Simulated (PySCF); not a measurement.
# Rh (rhodium, neutral) across methods

[Kr] 4d8 5s1, high-spin 4F determinant. All numbers are calculated (PySCF 2.14, the spin-free X2C one-electron Hamiltonian (Gaussian nucleus), in x2c-TZVPPall).

```json
{"method": "PBE0", "E (hartree)": "-4783.27", "mean ε 4d α (eV)": "-8.123", "mean ε 4d β (eV)": "-6.748", "mean ε 5s α (eV)": "-5.304", "Σ⟨r²⟩ (bohr²)": "50.57", "⟨S²⟩": "3.751"}
{"method": "wB97X", "E (hartree)": "-4783.73", "mean ε 4d α (eV)": "-10.491", "mean ε 4d β (eV)": "-9.303", "mean ε 5s α (eV)": "-6.813", "Σ⟨r²⟩ (bohr²)": "50.66", "⟨S²⟩": "3.753"}
{"method": "LDA", "E (hartree)": "-4778.41", "mean ε 4d α (eV)": "-6.678", "mean ε 4d β (eV)": "-5.382", "mean ε 5s α (eV)": "-4.973", "Σ⟨r²⟩ (bohr²)": "50.71", "⟨S²⟩": "3.750"}
{"method": "BHandHLYP", "E (hartree)": "-4783.59", "mean ε 4d α (eV)": "-9.607", "mean ε 4d β (eV)": "-8.255", "mean ε 5s α (eV)": "-5.749", "Σ⟨r²⟩ (bohr²)": "50.73", "⟨S²⟩": "3.752"}
{"method": "LC-wPBE", "E (hartree)": "-4783.17", "mean ε 4d α (eV)": "-10.801", "mean ε 4d β (eV)": "-9.506", "mean ε 5s α (eV)": "-7.213", "Σ⟨r²⟩ (bohr²)": "50.45", "⟨S²⟩": "3.751"}
{"method": "PBE", "E (hartree)": "-4783.21", "mean ε 4d α (eV)": "-6.515", "mean ε 4d β (eV)": "-5.236", "mean ε 5s α (eV)": "-4.733", "Σ⟨r²⟩ (bohr²)": "50.84", "⟨S²⟩": "3.751"}
{"method": "UHF", "E (hartree)": "-4781.18915", "mean ε 4d α (eV)": "-12.352", "mean ε 4d β (eV)": "-10.622", "mean ε 5s α (eV)": "-6.477", "Σ⟨r²⟩ (bohr²)": "51.42", "⟨S²⟩": "3.753"}
{"method": "HSE06", "E (hartree)": "-4783.23", "mean ε 4d α (eV)": "-7.716", "mean ε 4d β (eV)": "-6.356", "mean ε 5s α (eV)": "-4.966", "Σ⟨r²⟩ (bohr²)": "50.64", "⟨S²⟩": "3.751"}
```

Problem. Estimate the same row for r2SCAN.

Solution. E (hartree) = -4783.61; mean ε 4d α (eV) = -6.762; mean ε 4d β (eV) = -5.394; mean ε 5s α (eV) = -4.953; Σ⟨r²⟩ (bohr²) = 50.39; ⟨S²⟩ = 3.752.
